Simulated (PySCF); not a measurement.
Species: C₅H₄F₂.
SMILES: `C=C1C=C1C(F)F`

Jobs on this species (11 atoms, 52 electrons) with PySCF (density fitting). Hardware of each: an Arm Neoverse N1 with one thread (shared host). The host was shared with other jobs, so the times are rough. Peak memory is the resident size of the whole Python process, interpreter and libraries included.

Question: Rank these jobs by wall time, shortest first.
A. HF/pcSseg-1; shieldings, ring-centre shieldings; 139 basis functions
B. B97-2/pcSseg-1; shieldings, ring-centre shieldings; 139 basis functions
C. LC-wPBE/pcSseg-1; shieldings, ring-centre shieldings; 139 basis functions
D. PBE0/def2-TZVP; shieldings, ring-centre shieldings, charges and field gradients; 241 basis functions
E. B3LYP/def2-SVPD; 10 singlets by full TDDFT, 4 Tamm–Dancoff triplets, polarisability, ΔSCF ions; 178 basis functions

Answer: A (9.4 s), B (19 s), C (31 s), D (50 s), E (95 s).

All jobs:

```
level and settings                                                                           work  basis functions  SCF cycles  wall time  peak memory
       HF/pcSseg-1                                             shieldings, ring-centre shieldings              139          11      9.4 s     0.72 GiB
     PBE0/pcSseg-0                shieldings, ring-centre shieldings, charges and field gradients               71          14      9.4 s     0.44 GiB
    B97-2/pcSseg-1                                             shieldings, ring-centre shieldings              139          14       19 s     0.72 GiB
CAM-B3LYP/pcSseg-1                                             shieldings, ring-centre shieldings              139          13       25 s     0.72 GiB
  LC-wPBE/pcSseg-1                                             shieldings, ring-centre shieldings              139          14       31 s     0.72 GiB
    PBE0/def2-TZVP                shieldings, ring-centre shieldings, charges and field gradients              241          14       50 s     0.95 GiB
      PBE0/cc-pVTZ                shieldings, ring-centre shieldings, charges and field gradients              266          14       55 s      1.0 GiB
   B3LYP/def2-SVPD  10 singlets by full TDDFT, 4 Tamm–Dancoff triplets, polarisability, ΔSCF ions              178          14       95 s     0.81 GiB
    PBE0/def2-SVPD  10 singlets by full TDDFT, 4 Tamm–Dancoff triplets, polarisability, ΔSCF ions              178          14       95 s     0.81 GiB
```

Question: What do all jobs in the table cost together?

Answer: About 6.5 min; the longest takes about 24 % of that, and about 10 times as long as the shortest.
